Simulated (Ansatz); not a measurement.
C3H8Sn (`C[CH2][Sn][CH3]`). Total charge 0; spin multiplicity 1. Sn takes the def2 core potential.

Cartesian coordinates in Å:
```
C 1.035 -0.924 -0.351
C 1.070 0.552 -0.711
Sn -0.312 1.929 0.314
C -1.761 0.395 0.900
H 0.044 -1.356 -0.510
H 1.744 -1.510 -0.947
H 1.289 -1.091 0.699
H 2.077 0.967 -0.594
H 0.829 0.696 -1.776
H -1.276 -0.360 1.526
H -2.134 -0.118 0.007
H -2.606 0.819 1.443
```

Task: What are the harmonic wavenumbers in cm⁻¹ at PBE0-D4/def2-TZVP (Ansatz, finite differences of forces, unscaled)? (An estimate is asked.)

Result: The calculation gave: 29, 111, 159, 203, 247, 443, 482, 545, 550, 707, 910, 962, 1046, 1185, 1199, 1250, 1403, 1430, 1434, 1443, 1488, 1498, 3000, 3028, 3032, 3066, 3085, 3111, 3114, 3150.

Task: Is this a minimum?

Result: Yes, all 30 modes are real.

Task: Give the ideal-gas thermochemistry at 298.15 K and 1 bar (rigid rotor, harmonic oscillator; point group C1, symmetry number 1).

Result: Zero-point energy 259.0 kJ/mol; H(298) − E = 280.7 kJ/mol; entropy 364.0 J/(mol·K), of which translation 172.4, rotation 112.1, vibration 79.6; G(298) − E = 172.2 kJ/mol. Modes under 100 cm⁻¹ are hindered rotations or soft bends, so the harmonic entropy is rough.

Task: And at 400, 500, 600, 800 and 1000 K?

Result: 
| T (K) | H − E (kJ/mol) | S (J/mol/K) | G − E (kJ/mol) |
| --- | --- | --- | --- |
| 400 | 292.7 | 398.4 | 133.3 |
| 500 | 306.4 | 428.9 | 91.9 |
| 600 | 321.8 | 456.9 | 47.6 |
| 800 | 356.7 | 507.0 | -48.9 |
| 1000 | 396.0 | 550.8 | -154.8 |
